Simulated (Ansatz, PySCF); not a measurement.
This Ansatz (an electronic-structure program) input computes a r2SCAN/def2-TZVPD energy:

Ansatz 0.2 input:
```yaml
crystal:
  periodic: [false, false, false]
  atoms:
    - {symbol: O, position_ang: [0.02270856, 0.01175974, -1.23021290]}
    - {symbol: N, position_ang: [-0.00000000, 0.00000000, 0.00000000]}
    - {symbol: O, position_ang: [1.01027074, 0.29639100, 0.63685411]}
    - {symbol: O, position_ang: [-1.03297929, -0.30815073, 0.59335878]}
basis:
  gaussian:
    orbitals: def2-TZVPD
hamiltonian:
  xc: {name: r2SCAN}
magnetization: {spin_polarized: true, initial_magnetization: 1}
output: {forces: true}
```

**Question.** Write an input for the same energy in PySCF and say what it gives.

**Answer.** 
```python
from pyscf import gto, scf, dft

mol = gto.M(
    atom='''
    O     0.02270856    0.01175974   -1.23021290
    N    -0.00000000    0.00000000    0.00000000
    O     1.01027074    0.29639100    0.63685411
    O    -1.03297929   -0.30815073    0.59335878
    ''',
    basis='def2-tzvpd',
    charge=0,
    spin=1,
    verbose=4,
)

mf = dft.UKS(mol, xc='r2scan').density_fit(auxbasis='def2-universal-jkfit')
mf.grids.level = 4
mf.conv_tol = 1e-9
mf.max_cycle = 100
mf.max_memory = 1500
mf.kernel()
if not mf.converged:
    mf = mf.newton()
    mf.kernel(mf.make_rdm1())
for _ in range(2):
    mo, _, stable, _ = mf.stability(return_status=True)
    if stable:
        break
    mf.kernel(mf.make_rdm1(mo, mf.mo_occ))
mf.analyze()
```
It gives -280.23500 Eh, and Ansatz -280.23493 Eh, a difference of 0.07 mEh, from the treatment of integrals and grids.

It need not be the lowest isomer of its formula.
